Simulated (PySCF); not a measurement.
# Substituent effects on chemical shifts

Parent skeleton `[CH:1]1=[CH:2][CH2:3][SiH2:4][CH2:5]1`; one hydrogen on atom 3 is replaced by X. Hydrogens on one atom are averaged.

Computational details: PBE0/pcSseg-1 with gauge-including orbitals, PBE0-D3(BJ)/def2-SVP structure, in PySCF (in vacuum, one computed conformer, non-relativistic, one averaged value for each set of equivalent atoms).

δ = σ(ref) − σ, references computed at the same level: 13C, 29Si, 1H against TMS.

Parent (X = H): C1 140.9, C2 140.9, C3 14.7, Si4 -28.2, C5 14.7, H(C1) 6.08, H(C2) 6.08, H(C3) 1.67, H(Si4) 4.30 ppm. Effects are Δδ = δ(X) − δ(H), positive for deshielding.

**Question.** Give Δδ (ppm) for X = OC2H5, 2-furyl, CHF2, 2-thienyl, OSiH3, CH2CN.

**Answer.** 
```csv
X,SMILES,C1,C2,C3,Si4,C5,H(C1),H(C2),H(C3),H(Si4)
OC2H5,CCO[C@H]1C=CC[SiH2]1,-0.1,+4.0,+62.4,-0.7,-0.8,-0.01,+0.22,+2.46,-0.01
2-furyl,C1=C[C@H](c2ccco2)[SiH2]C1,+2.7,+0.0,+17.2,+7.3,-0.1,+0.18,+0.04,+1.87,-0.03
CHF2,FC(F)[C@H]1C=CC[SiH2]1,+3.6,-2.4,+24.0,+2.0,+0.5,+0.15,-0.06,+1.01,+0.00
2-thienyl,C1=C[C@H](c2cccs2)[SiH2]C1,+1.3,+2.9,+18.6,+13.8,+0.2,+0.18,+0.00,+1.86,-0.03
OSiH3,[SiH3]O[C@@H]1C=CC[SiH2]1,-0.3,+5.6,+56.7,+3.7,+0.0,-0.01,+0.24,+2.77,+0.04
CH2CN,N#CC[C@@H]1C=CC[SiH2]1,+1.1,+2.7,+12.3,+9.0,+0.4,+0.10,+0.31,+0.58,-0.11
```

**Question.** Which position responds most, and to which substituents?

**Answer.** C3: from +12.3 ppm with CH2CN to +62.4 ppm with OC2H5.
